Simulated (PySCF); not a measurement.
## Trend along group 13: MBe cations

r²SCAN with double-zeta basis sets in PySCF, for the lowest determinant that a PBE0 search found; no spin–orbit coupling. De refers to high-spin ground-configuration atoms (the charge goes to the atom of lower measured ionisation energy or higher electron affinity, which is not always the lowest computed limit). A positive dipole points towards Be; it is taken about the centre of mass and depends on that origin.

```
 M               basis  charged atom  state (unpaired electrons)  Re (Å)  ωe (cm⁻¹)  De (eV)  μ (D)
 B           def2-SVPD            B+      singlet (closed shell)   2.222        470     2.41   3.24
Al            def2-SVP           Al+      singlet (closed shell)   2.787        274     0.87   2.57
Ga  cc-pVDZ/cc-pVDZ-PP           Ga+      singlet (closed shell)   2.782        244     0.80   4.07
In  cc-pVDZ/cc-pVDZ-PP           In+      singlet (closed shell)   2.966        217     0.64   4.15
Tl  cc-pVDZ/cc-pVDZ-PP           Tl+      singlet (closed shell)   3.036        196      n/a   4.26
```

The shortest bond is that of BeB⁺ (2.222 Å), the longest that of BeTl⁺ (3.036 Å).

The rows differ in basis set, which adds steps of its own.

Down a group the atoms grow and get heavier, so bonds lengthen and wavenumbers fall; this series shows no clear exception.

Closed-shell solutions of metal pairs were not tested for spin polarisation, which can lower them a little. Spin–orbit coupling is left out. For an ion De counts to the pair picked by the measured ionisation energies or electron affinities, which need not be the lowest pair at this level.
